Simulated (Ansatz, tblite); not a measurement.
Removing and adding an electron: TiBr₂Cl₂. Charge 0, multiplicity 1. Geometry: PBE-D4/def2-SVP. Ansatz, gas phase; energy differences of separate SCF runs; the oxidised species was run as a doublet alone; the reduced species was run as a doublet alone.

```xyz
5

Ti   -0.0360    0.0136    0.0113
Br    0.6149   -0.4333   -2.1782
Br    1.7373   -0.4558    1.4438
Cl   -1.7365   -1.2321    0.5305
Cl   -0.5797    2.1076    0.1927
```

The xTB rows come from tblite. HOMO above LUMO, or a gap near zero within one spin, warns that the state may not be the lowest or that an electron is smeared out.

| level | −HOMO (eV) | vertical IE (eV) | −LUMO (eV) | vertical EA (eV) | HOMO–LUMO gap (eV) | IE − EA (eV) | remarks |
| --- | --- | --- | --- | --- | --- | --- | --- |
| PBE-D4/def2-TZVP | 7.68 | 10.31 | 4.57 | – | 3.11 | – | gap within one spin near zero (+1 doublet) |
| r2SCANh-D4/def2-TZVP | 8.49 | 10.73 | 4.31 | – | 4.18 | – | – |
| PBE0-D4/def2-TZVP | 8.93 | 10.74 | 3.82 | – | 5.11 | – | – |
| PBE0-D4/def2-TZVPD | 8.94 | – | 3.84 | 2.66 | 5.10 | – | – |

(1) Estimate the rows for GFN1-xTB, GFN2-xTB, PBE-D4/def2-TZVPD, r2SCANh-D4/def2-TZVPD.

## Answers

(1) 
```csv
level,−HOMO (eV),vertical IE (eV),−LUMO (eV),vertical EA (eV),HOMO–LUMO gap (eV),IE − EA (eV),remarks
GFN1-xTB,12.78,15.57,10.45,7.58,2.32,7.98,–
GFN2-xTB,12.44,14.90,10.06,7.36,2.39,7.54,–
PBE-D4/def2-TZVPD,7.71,–,4.61,1.96,3.10,–,"HOMO above zero (-1 doublet), gap within one spin near zero (-1 doublet)"
r2SCANh-D4/def2-TZVPD,8.50,–,4.32,2.48,4.18,–,–
```

Relaxing the oxidised species (PBE-D4/def2-SVP) changes its energy by -0.18 eV at PBE-D4/def2-TZVP, so the adiabatic ionisation energy to this nearest minimum is 10.13 eV. At PBE0-D4/def2-TZVP it is 10.40 eV.  Relaxing the reduced species (PBE-D4/def2-SVPD) changes its energy by -0.35 eV at PBE-D4/def2-TZVPD, so the adiabatic electron affinity to this nearest minimum is 2.31 eV. At PBE0-D4/def2-TZVPD it is 2.99 eV. The highest occupied level of the relaxed charge -1 doublet lies above zero (up to 0.07 eV). By energy differences its removal costs 2.31 eV (each at its own geometry, to the charge 0 singlet, at PBE-D4/def2-TZVPD); the vertical value is larger still, so the positive level points to self-interaction error.  Run but left out: HF/def2-SVP, MP2/def2-SVP, CCSD/def2-SVP, CCSD(T)/def2-SVP (charge +1 doublet: ⟨S²⟩ 1.44, where a pure state has 0.75).   A HOMO above zero means that the electron is unbound at that level or that self-interaction error raises the level; the energy of removing that electron tells which. Raw xTB energy differences between charge states are shifted by several eV; the methods need an empirical correction for them.
